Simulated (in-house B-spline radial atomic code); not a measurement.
A calculation on Au V (Au4+): its settings, and results tabulated from the run. Computed with a B-spline radial code for spherical atoms: Dirac-Kohn-Sham BLYP, spherical fractional occupations, Fermi nucleus of rms radius 5.4371 fm.

Command:
```bash
python run_scf.py task.json out
```
Settings (nuclear radius in fm, mass in u):
```
Z                79
configuration    [Xe] 4f14 5d7
hamiltonian      dirac
method           b88,lyp
spin_polarised   False
nucleus          fermi
rms_radius       5.4371
atomic_mass      196.96657
speed_of_light   137.035999084
```

Output (hartree, bohr):
```
 radial grid: 69 intervals, B-splines of order 8, outer radius 30.8511 bohr

 iter        energy (Eh)    residual
    1      -19037.998264    6.98e-01
    2      -19040.091644    1.63e-01
    3      -19040.664006    3.96e-02
    4      -19040.705897    9.31e-03
    5      -19040.708614    5.94e-03
    6      -19040.709405    1.92e-03
    7      -19040.709508    7.19e-04
    8      -19040.709514    3.33e-05
    9      -19040.709514    2.15e-07

 total energy                    -19040.70951
 kinetic                           21860.9956
 electron-nucleus                 -47802.0334
 Hartree                            7265.0242
 exchange-correlation               -364.6960

 first-order corrections (not in the total)
   Gaunt                            24.2724
   retardation                      -2.5758
   frequency dependence             -0.4605
   self-energy                      18.0951
   Uehling                          -3.6675
   Wichmann-Kroll                    0.1602
   recoil                            0.0320

 orbital      occ     eigenvalue          <r>       <r^2>       <1/r>     <1/r^3>       <r^4>       r_max    small
 1s1/2      2.000     -2964.5807    0.0168704 0.000393411     95.6847           - 4.25138e-07     0.01042  9.00e-02
 2s1/2      2.000      -524.2986    0.0704663  0.00593914     23.5209           - 6.19045e-05     0.06039  2.06e-02
 2p1/2      2.000      -503.0338    0.0579775  0.00420112      23.489           - 3.67617e-05     0.04446  2.07e-02
 2p3/2      4.000      -435.5621    0.0665283  0.00538916     19.1372     20517.9 5.69648e-05     0.05183  1.84e-02
 3s1/2      2.000      -125.2121     0.183313   0.0385742      8.6337           -  0.00225188      0.1699  6.88e-03
 3p1/2      2.000      -115.6107     0.173562   0.0351612     8.54981           -  0.00196245      0.1586  6.83e-03
 3p3/2      4.000      -100.7223     0.189252   0.0415825     7.41591     4793.84  0.00271015      0.1736  6.17e-03
 3d3/2      4.000       -84.7139      0.16481   0.0318919     7.31439     832.991  0.00179802      0.1352  6.05e-03
 3d5/2      6.000       -81.5133     0.169593   0.0336398     7.05584     690.907  0.00198133      0.1393  5.87e-03
 4s1/2      2.000       -28.6820     0.406953    0.187132     3.65345           -   0.0506498      0.3832  2.33e-03
 4p1/2      2.000       -24.5802     0.409345    0.190865     3.54463           -   0.0540601      0.3814  2.24e-03
 4p3/2      4.000       -21.0080     0.443413    0.223585       3.151     1147.29   0.0740379      0.4122  1.98e-03
 4d3/2      4.000       -14.2808     0.451865    0.236192     2.94801     179.641   0.0886245      0.4051  1.78e-03
 4d5/2      6.000       -13.6155      0.46305    0.247824     2.85711     145.622   0.0975001      0.4146  1.72e-03
 5s1/2      2.000        -5.8805     0.921458    0.951682     1.48794           -      1.3068      0.8472  5.95e-04
 5p1/2      2.000        -4.5353     0.990822     1.10683     1.36622           -     1.81731      0.8938  5.14e-04
 5p3/2      4.000        -3.9080      1.08131     1.31806     1.22649      199.06     2.58262      0.9716  4.39e-04
 4f5/2      6.000        -4.9864     0.494414    0.295995     2.48282     30.3261    0.178719      0.3731  1.34e-03
 4f7/2      8.000        -4.8460     0.501329    0.304379     2.44744     28.8083    0.189272      0.3777  1.32e-03
 5d3/2      2.800        -2.0576      1.36504     2.14064    0.953375     20.2329     7.43408       1.152  2.74e-04
 5d5/2      4.200        -1.9843      1.40424     2.26488    0.923426     16.1146     8.31661       1.184  2.60e-04
```

Time taken, with all properties: 1.5 s on 1 thread of Intel(R) Xeon(R) 6975P-C (shared host).

For the Dirac Hamiltonian the kinetic term is c α·p + (β - 1)c².
